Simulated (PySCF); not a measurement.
RbF, SMILES [F][Rb].

Geometry: B3LYP-D3(BJ)/def2-TZVPD. The def2 effective core potentials stand for the cores of Rb; spin–orbit coupling is left out.

Two levels are set side by side: PBE/def2-TZVPD (PySCF) and HF/def2-TZVPD (PySCF). Same geometry, gas phase. Differences are taken from unrounded values.

| quantity | HF |
|---|---|
| orbital gap (eV) | 10.81 |
| highest occupied level (eV) | -10.97 |
| lowest empty level (eV) | -0.16 |
| dipole moment (D) | 9.58 |
| mean polarisability (bohr³) | 16.5 |

What does PBE give, and how far is it from HF? (The exact figures need the calculation; the answer reports its results.)


| quantity | PBE | PBE minus HF |
|---|---|---|
| orbital gap (eV) | 2.86 | -7.95 |
| highest occupied level (eV) | -4.47 | 6.50 |
| lowest empty level (eV) | -1.61 | -1.45 |
| dipole moment (D) | 8.93 | -0.65 |
| mean polarisability (bohr³) | 27.9 | 11.4 |

PBE's occupied levels lie high since its potential decays too fast outside the molecule; exact exchange lowers them and widens the gap. PBE's more diffuse valence density responds more strongly to a field. Differences between two approximate levels are no errors against the true value.
